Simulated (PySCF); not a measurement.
H₂, triplet, geometry from GFN2-xTB (a higher spin typed on purpose: for a closed-shell molecule this is an excited state). Base run: PySCF with B3LYP/6-31G*.

PySCF was given this input:
```python
from pyscf import gto, scf, dft, solvent

mol = gto.Mole()
mol.atom = '''
    H    -0.000000   -0.000000   -1.770614
    H     0.000000    0.000000    1.770614
'''
mol.basis = '6-31g*'
mol.charge = 0
mol.spin = 2
mol.verbose = 3
mol.build()

mf = dft.UKS(mol)
mf.xc = 'b3lyp'
mf.kernel()
```

The base run was repeated with changes; each row names its change, and settings that it needs were set with it.

```json
[
 {"change": "base", "ΔE vs base (kcal/mol)": "0.000"},
 {"change": "model = IEF-PCM; solvent = dichloromethane; lebedev_order = 41", "ΔE vs base (kcal/mol)": "-0.069"},
 {"change": "model = IEF-PCM; solvent = dichloromethane", "ΔE vs base (kcal/mol)": "-0.069"},
 {"change": "model = ddCOSMO; solvent = dichloromethane", "ΔE vs base (kcal/mol)": "-0.011"},
 {"change": "model = IEF-PCM; solvent = dichloromethane; lebedev_order = 11", "ΔE vs base (kcal/mol)": "-0.076"},
 {"change": "model = IEF-PCM; solvent = acetonitrile", "ΔE vs base (kcal/mol)": "-0.076"},
 {"change": "model = C-PCM; solvent = dichloromethane", "ΔE vs base (kcal/mol)": "-0.069"},
 {"change": "model = IEF-PCM; solvent = toluene", "ΔE vs base (kcal/mol)": "-0.045"},
 {"change": "model = IEF-PCM; solvent = chloroform", "ΔE vs base (kcal/mol)": "-0.062"},
 {"change": "model = IEF-PCM; solvent = dichloromethane; r_probe = 0.5", "ΔE vs base (kcal/mol)": "-0.001"},
 {"change": "model = COSMO; solvent = dichloromethane", "ΔE vs base (kcal/mol)": "-0.066"},
 {"change": "model = IEF-PCM; solvent = dichloromethane; vdw_scale = 1.1", "ΔE vs base (kcal/mol)": "-0.172"}
]
```

The base is the gas phase, so ΔE is the electrostatic part of solvation at a fixed geometry, without cavity and dispersion terms.

Open shells are given as the SCF converged; they aren't shown to be the lowest states, and a large step between rows can be another state.
